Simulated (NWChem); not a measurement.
System: CH7BSi; SMILES CB[SiH3]

Output (shortened):

```
             Northwest Computational Chemistry Package (NWChem) 7.3.0
             --------------------------------------------------------

 C1  symmetry detected

                             Geometry "geometry" -> ""
                             -------------------------

 Output coordinates in angstroms (scale by  1.889725989 to convert to a.u.)

  No.       Tag          Charge          X              Y              Z
 ---- ---------------- ---------- -------------- -------------- --------------
    1 B                    5.0000    -0.62013659    -0.66689858     0.01411632
    2 H                    1.0000    -1.83410678    -0.80787879    -0.02124602
    3 C                    6.0000     0.27921327    -1.93855920     0.01446312
    4 H                    1.0000    -0.16496088    -2.82727390     0.50698881
    5 H                    1.0000     1.33435848    -1.80412003     0.32212986
    6 H                    1.0000     0.30598865    -2.19851292    -1.07704599
    7 Si                  14.0000     0.07669839     1.23579825     0.00073919
    8 H                    1.0000    -0.26582910     1.86111689     1.33593700
    9 H                    1.0000    -0.59397178     2.08297102    -1.05390819
   10 H                    1.0000     1.57014726     1.35837040    -0.18056440

 Effective nuclear repulsion energy (a.u.)      90.3137958202

                                 NWChem DFT Module
                                 -----------------

 Summary of "ao basis" -> "ao basis" (spherical)
 ------------------------------------------------------------------------------
       Tag                 Description            Shells   Functions and Types
 ---------------- ------------------------------  ------  ---------------------
 B                          cc-pvtz                 10       30   4s3p2d1f
 H                          cc-pvtz                  6       14   3s2p1d
 C                          cc-pvtz                 10       30   4s3p2d1f
 Si                         cc-pvtz                 12       34   5s4p2d1f

            General Information
            -------------------
          SCF calculation type: DFT
          Wavefunction type:  closed shell.
          No. of atoms     :    10
          No. of electrons :    32
           Alpha electrons :    16
            Beta electrons :    16
          Charge           :     0
          Spin multiplicity:     1
          Use of symmetry is: off; symmetry adaption is: off
          Maximum number of iterations: 150
          AO basis - number of functions:   192
                     number of shells:    74
          Convergence on energy requested:  1.00D-06
          Convergence on density requested:  1.00D-05
          Convergence on gradient requested:  5.00D-04

              XC Information
              --------------
                         PBE0 Method XC Functional
                     Hartree-Fock (Exact) Exchange  0.250
          PerdewBurkeErnzerhof Exchange Functional  0.750
            Perdew 1991 LDA Correlation Functional  1.000 local
           PerdewBurkeErnz. Correlation Functional  1.000 non-local

             Grid Information
             ----------------
          Grid used for XC integration:  medium
          Radial quadrature: Mura-Knowles
          Angular quadrature: Lebedev.
          Tag              B.-S. Rad. Rad. Pts. Rad. Cut. Ang. Pts.
          ---              ---------- --------- --------- ---------
          B                   0.85       49          10.0       434
          H                   0.35       45          13.0       434
          C                   0.70       49          12.0       434
          Si                  1.10       88          11.0       590
          Grid pruning is: on
          Number of quadrature shells:   501
          Spatial weights used:  Erf1

      Superposition of Atomic Density Guess
      -------------------------------------

 Sum of atomic energies:        -354.54459718

      Non-variational initial energy
      ------------------------------

 Total energy =    -355.885258
 1-e energy   =    -665.680058
 2-e energy   =     219.481003
 HOMO         =      -0.299195
 LUMO         =      -0.047915

------------------------------------------------------------
EAF file 0: "./job.aoints.0" size=657457152 bytes
------------------------------------------------------------
               write      read    awrite     aread      wait
               -----      ----    ------     -----      ----
     calls:     1254         0         0         0         0
   data(b): 6.57e+08  0.00e+00  0.00e+00  0.00e+00
   time(s): 0.00e+00  0.00e+00  0.00e+00  0.00e+00  0.00e+00
rate(mb/s): 0.00e+00  0.00e+00
------------------------------------------------------------

     ---------------------------------------------
      Total Density - Mulliken Population Analysis
     ---------------------------------------------

    Atom       Charge   Shell Charges
 -----------   ------   -------------------------------------------------------
    1 B    5     4.88   1.96  0.86  0.16  0.30  0.48  0.89  0.17  0.02  0.05  0.01
    2 H    1     1.00   0.25  0.49  0.26  0.00  0.00  0.00
    3 C    6     6.67   1.95  0.90  0.18  0.36  0.85  1.69  0.70  0.01  0.03  0.00
    4 H    1     0.81   0.23  0.41  0.13  0.01  0.02  0.00
    5 H    1     0.80   0.24  0.41  0.13  0.01  0.02  0.00
    6 H    1     0.79   0.22  0.40  0.13  0.01  0.02  0.00
    7 Si  14    13.98   2.00  1.93  0.91  0.15  0.35  5.49  1.59  0.58  0.80  0.09  0.07  0.01
    8 H    1     1.02   0.22  0.51  0.27  0.00  0.01  0.00
    9 H    1     1.02   0.22  0.51  0.27  0.00  0.01  0.00
   10 H    1     1.03   0.22  0.52  0.28  0.00  0.01  0.00

   convergence    iter        energy       DeltaE   RMS-Dens  Diis-err
 ---------------- ----- ----------------- --------- --------- ---------
 d= 0,ls=0.0,diis     1   -356.4123475831 -4.47D+02  2.36D-03  2.90D-01
 d= 0,ls=0.0,diis     2   -356.4375243476 -2.52D-02  6.69D-04  3.16D-02
 d= 0,ls=0.0,diis     3   -356.4397229029 -2.20D-03  2.75D-04  1.70D-02
 d= 0,ls=0.0,diis     4   -356.4419483971 -2.23D-03  4.86D-05  1.44D-04
 d= 0,ls=0.0,diis     5   -356.4419666882 -1.83D-05  1.40D-05  1.91D-05
  Resetting Diis
 d= 0,ls=0.0,diis     6   -356.4419696234 -2.94D-06  2.96D-06  7.54D-07
 d= 0,ls=0.0,diis     7   -356.4419697405 -1.17D-07  1.09D-06  5.64D-08

         Total DFT energy =     -356.441969740512
      One electron energy =     -668.977217273556
           Coulomb energy =      254.937653080612
    Exchange-Corr. energy =      -32.716201367756
 Nuclear repulsion energy =       90.313795820188

 Numeric. integr. density =       32.000001856964

                       DFT Final Molecular Orbital Analysis
                       ------------------------------------

 Vector   14  Occ=2.000000D+00  E=-3.491480D-01
              MO Center= -1.8D-01,  1.6D+00,  2.9D-01, r^2= 2.4D+00
   Bfn.  Coefficient  Atom+Function         Bfn.  Coefficient  Atom+Function
  ----- ------------  ---------------      ----- ------------  ---------------
   127      0.338704   7 Si pz              152      0.242738   8 H  s
   166     -0.181201   9 H  s               153      0.154344   8 H  s
   151      0.151685   8 H  s               133      0.143911   7 Si pz
   165     -0.113554   9 H  s               167     -0.113902   9 H  s
   180     -0.061134  10 H  s               130      0.045643   7 Si pz

 Vector   15  Occ=2.000000D+00  E=-3.352864D-01
              MO Center=  8.5D-02,  4.4D-01, -1.7D-01, r^2= 4.3D+00
   Bfn.  Coefficient  Atom+Function         Bfn.  Coefficient  Atom+Function
  ----- ------------  ---------------      ----- ------------  ---------------
   125      0.229180   7 Si px              180      0.186228  10 H  s
   166     -0.148373   9 H  s                 8     -0.143655   1 B  px
    32      0.131698   2 H  s               181      0.129051  10 H  s
     5     -0.125948   1 B  px              179      0.119902  10 H  s
    53     -0.119281   3 C  py              126     -0.109014   7 Si py

 Vector   16  Occ=2.000000D+00  E=-2.916496D-01
              MO Center= -2.9D-01, -1.2D-03,  2.9D-02, r^2= 3.2D+00
   Bfn.  Coefficient  Atom+Function         Bfn.  Coefficient  Atom+Function
  ----- ------------  ---------------      ----- ------------  ---------------
   126      0.319080   7 Si py                9     -0.209144   1 B  py
     6     -0.182999   1 B  py              132      0.150054   7 Si py
     8     -0.134847   1 B  px               32      0.121962   2 H  s
    53      0.111973   3 C  py                5     -0.104822   1 B  px
    33      0.104642   2 H  s               125      0.097194   7 Si px

 Vector   17  Occ=0.000000D+00  E=-6.739612D-02
              MO Center= -5.0D-01, -4.2D-01,  1.4D-02, r^2= 3.0D+00
   Bfn.  Coefficient  Atom+Function         Bfn.  Coefficient  Atom+Function
  ----- ------------  ---------------      ----- ------------  ---------------
    13      0.478406   1 B  pz               10      0.361842   1 B  pz
     7      0.259008   1 B  pz              105      0.233070   6 H  s
   153     -0.219994   8 H  s               167      0.167471   9 H  s
   133      0.121088   7 Si pz               77     -0.115084   4 H  s
   135     -0.088014   7 Si d -1            104      0.086890   6 H  s

 Vector   18  Occ=0.000000D+00  E= 3.536852D-02
              MO Center=  1.1D-01, -4.8D-01, -8.1D-02, r^2= 7.6D+00
   Bfn.  Coefficient  Atom+Function         Bfn.  Coefficient  Atom+Function
  ----- ------------  ---------------      ----- ------------  ---------------
    48      1.969324   3 C  s               132      1.019651   7 Si py
   105     -0.805069   6 H  s               167     -0.707273   9 H  s
    12      0.634103   1 B  py              153     -0.598918   8 H  s
   131     -0.546602   7 Si px               77     -0.534179   4 H  s
    91     -0.512032   5 H  s               181      0.406707  10 H  s

 Vector   19  Occ=0.000000D+00  E= 5.861939D-02
              MO Center=  1.0D-01,  1.4D+00,  7.8D-02, r^2= 4.9D+00
   Bfn.  Coefficient  Atom+Function         Bfn.  Coefficient  Atom+Function
  ----- ------------  ---------------      ----- ------------  ---------------
     4      1.667183   1 B  s               181     -1.460109  10 H  s
   131      1.232650   7 Si px              132      1.092196   7 Si py
   153     -0.570614   8 H  s                91     -0.463211   5 H  s
    11      0.364260   1 B  px               56     -0.342242   3 C  py
   121      0.317581   7 Si s                55      0.299348   3 C  px

------------------------------------------------------------
EAF file 0: "./job.aoints.0" size=1005060096 bytes
------------------------------------------------------------
               write      read    awrite     aread      wait
               -----      ----    ------     -----      ----
     calls:     1917         6         0     11496     11496
   data(b): 1.01e+09  3.15e+06  0.00e+00  6.03e+09
   time(s): 0.00e+00  0.00e+00  0.00e+00  0.00e+00  0.00e+00
rate(mb/s): 0.00e+00  0.00e+00
------------------------------------------------------------

     ---------------------------------------------
      Total Density - Mulliken Population Analysis
     ---------------------------------------------

    Atom       Charge   Shell Charges
 -----------   ------   -------------------------------------------------------
    1 B    5     5.01   1.97  0.75  0.15  0.26  0.60  1.01  0.17  0.02  0.07  0.01
    2 H    1     0.99   0.26  0.50  0.22  0.00  0.01  0.00
    3 C    6     6.32   1.96  0.79  0.17  0.31  0.87  1.56  0.62  0.01  0.03  0.00
    4 H    1     0.89   0.26  0.47  0.12  0.01  0.03  0.00
    5 H    1     0.89   0.26  0.47  0.12  0.01  0.03  0.00
    6 H    1     0.89   0.25  0.48  0.13  0.01  0.03  0.00
    7 Si  14    13.92   2.00  1.87  0.87  0.19  0.31  5.52  1.67  0.60  0.65  0.12  0.09  0.02
    8 H    1     1.03   0.24  0.53  0.25  0.00  0.01  0.00
    9 H    1     1.03   0.24  0.53  0.25  0.00  0.01  0.00
   10 H    1     1.04   0.24  0.53  0.25  0.00  0.01  0.00

     -------------------------------------------
      Total Density - Lowdin Population Analysis
     -------------------------------------------

    Atom       Charge   Shell Charges
 -----------   ------   -------------------------------------------------------
    1 B    5     5.27   1.59  0.56  0.33  0.25  0.55  1.02  0.50  0.04  0.38  0.06
    2 H    1     1.03   0.24  0.44  0.25  0.01  0.08  0.01
    3 C    6     5.89   1.56  0.56  0.31  0.24  0.76  1.39  0.83  0.02  0.20  0.02
    4 H    1     1.00   0.25  0.39  0.18  0.02  0.14  0.03
    5 H    1     1.00   0.25  0.40  0.18  0.02  0.14  0.03
    6 H    1     0.97   0.24  0.37  0.17  0.01  0.14  0.03
    7 Si  14    13.56   1.99  1.38  0.68  0.47  0.29  4.78  1.47  1.15  0.91  0.30  0.09  0.05
    8 H    1     1.09   0.23  0.47  0.30  0.00  0.07  0.01
    9 H    1     1.10   0.24  0.48  0.30  0.00  0.07  0.01
   10 H    1     1.10   0.24  0.48  0.31  0.00  0.07  0.01

     Multipole analysis of the density
     ---------------------------------

     L   x y z        total         alpha         beta         nuclear
     -   - - -        -----         -----         ----         -------
     0   0 0 0     -0.000000    -16.000000    -16.000000     32.000000

     1   1 0 0      0.073521      0.036760      0.036760      0.000000
     1   0 1 0     -0.493083     -0.246542     -0.246542      0.000000
     1   0 0 1     -0.070007     -0.035003     -0.035003      0.000000

     2   2 0 0    -23.004690    -30.477366    -30.477366     37.950042
     2   1 1 0     -0.306722      0.889169      0.889169     -2.085059
     2   1 0 1     -0.050274     -0.068362     -0.068362      0.086450
     2   0 2 0    -22.442784   -140.734520   -140.734520    259.026257
     2   0 1 1      0.220439     -0.271528     -0.271528      0.763495
     2   0 0 2    -21.404724    -18.650832    -18.650832     15.896941
```

Level: PBE0/cc-pVTZ. The geometry was optimised at PBE-D3(BJ)/def2-SVP.

Question: Reconstruct the input file.

Answer: One answer among several that fit: the input that was run:
```
start job
memory heap 200 mb stack 900 mb global 1100 mb
geometry units angstroms noautoz
  B     -0.603869    -0.649507     0.020677
  H     -1.818514    -0.783961    -0.016862
  C      0.287959    -1.926218     0.045230
  H     -0.163222    -2.804109     0.550630
  H      1.342762    -1.792901     0.354554
  H      0.317138    -2.204230    -1.041758
  Si     0.104218     1.248613    -0.021352
  H     -0.239430     1.897783     1.302123
  H     -0.557636     2.082236    -1.092241
  H      1.599008     1.359469    -0.199111
end
basis spherical
  B library cc-pvtz
  H library cc-pvtz
  C library cc-pvtz
  Si library cc-pvtz
end
dft
  xc pbe0
  iterations 150
  semidirect filesize 400000000
  mulliken
end
task dft energy
```
